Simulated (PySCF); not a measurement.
# Correlation energy of Au (gold, neutral)

[Xe] 4f14 5d10 6s1, 2S determinant. Calculation: PySCF 2.14, in def2-TZVPPD with the def2 core potential (60 electrons) (6s5p3d2f1g, 59 functions); scalar relativity through the core potential. Frozen: nothing; 19 electrons correlated.

| level | correlation energy (mhartree) |
| --- | --- |
| CCSD | -551.31 |
| (T) | -18.73 |
| CCSD(T) | -570.04 |

Diagnostics: T1 = 0.013, D1 = 0.0604, largest double amplitude 0.021.

Cost of the coupled-cluster step: about 20 core-seconds, for 19 correlated electrons.

Iterations:

```
CC2 = 0
CCSD nocc = (np.int64(10), np.int64(9)), nmo = (59, 59)
frozen orbitals [[], []]
max_cycle = 100
direct = 0
conv_tol = 1e-08
conv_tol_normt = 1e-06
diis_space = 8
diis_start_cycle = 0
Init t2, MP2 energy = -0.586943945398907
Init E_corr(UCCSD) = -0.586943945426011
cycle = 1  E_corr(UCCSD) = -0.535034829341094  dE = 0.0519091161  norm(t1,t2) = 0.0886435
cycle = 2  E_corr(UCCSD) = -0.552738571121804  dE = -0.0177037418  norm(t1,t2) = 0.0248829
cycle = 3  E_corr(UCCSD) = -0.550718270292526  dE = 0.00202030083  norm(t1,t2) = 0.011832
cycle = 4  E_corr(UCCSD) = -0.551117181061146  dE = -0.000398910769  norm(t1,t2) = 0.00430121
cycle = 5  E_corr(UCCSD) = -0.551350754087854  dE = -0.000233573027  norm(t1,t2) = 0.000545398
cycle = 6  E_corr(UCCSD) = -0.551308530330955  dE = 4.22237569e-05  norm(t1,t2) = 0.000147743
cycle = 7  E_corr(UCCSD) = -0.5513067726918  dE = 1.75763916e-06  norm(t1,t2) = 2.53155e-05
cycle = 8  E_corr(UCCSD) = -0.551308401440994  dE = -1.62874919e-06  norm(t1,t2) = 7.98101e-06
cycle = 9  E_corr(UCCSD) = -0.551308534774464  dE = -1.33333471e-07  norm(t1,t2) = 1.72586e-06
cycle = 10  E_corr(UCCSD) = -0.551308464132189  dE = 7.06422754e-08  norm(t1,t2) = 4.73988e-07
cycle = 11  E_corr(UCCSD) = -0.551308473260348  dE = -9.12815878e-09  norm(t1,t2) = 1.37152e-07
UCCSD converged
E(UCCSD) = -135.3411731640304  E_corr = -0.5513084732603478
UCCSD(T) correction = -0.0187333617578476
```

The basis has no tight functions for the innermost shells, so their pair energies are far from complete.

This basis was not built for core-valence correlation, so the inner-shell part is incomplete.
